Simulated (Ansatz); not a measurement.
CH5FGeO (SMILES [CH3][GeH]([OH])[F]): the electronic atomisation energy, rung by rung

CH5FGeO: 9 atoms, total charge 0, spin state singlet. As SMILES, `[CH3][GeH]([OH])[F]`. The coordinates come from a PBE0-D4/def2-TZVP relaxation. This is one conformer, not always the lowest.

Quantity: the electronic atomisation energy, in eV. The values are calculated. Electronic energies at fixed atoms, without zero-point motion or spin-orbit coupling.

```
            level                    kind  program  value (eV)  CPU time (all runs)
    SVWN5/cc-pVDZ                     LDA   Ansatz       37.40                5.1 s
      PBE/cc-pVDZ                     GGA   Ansatz       32.82                7.5 s
    B3LYP/cc-pVDZ           global hybrid   Ansatz       32.04                8.5 s
    BHLYP/cc-pVDZ           global hybrid   Ansatz       31.02                9.3 s
CAM-B3LYP/cc-pVDZ  range-separated hybrid   Ansatz       32.45                8.7 s
 PBE-QIDH/cc-pVDZ           double hybrid   Ansatz       31.68                9.6 s
  RPA@PBE/cc-pVDZ                     RPA   Ansatz       29.08                 12 s
     CCSD/cc-pVDZ   coupled cluster or CI   Ansatz       30.24                 22 s
```

All-electron rows without a relativistic Hamiltonian named are non-relativistic. Correlated wave functions underbind in double-zeta sets. The values span 29.08 to 37.40 eV. In the correlated wave-function rows the outer d shell of Ge is correlated, in sets not made for it. CPU times are rough (shared hosts, several kinds of processor and program).
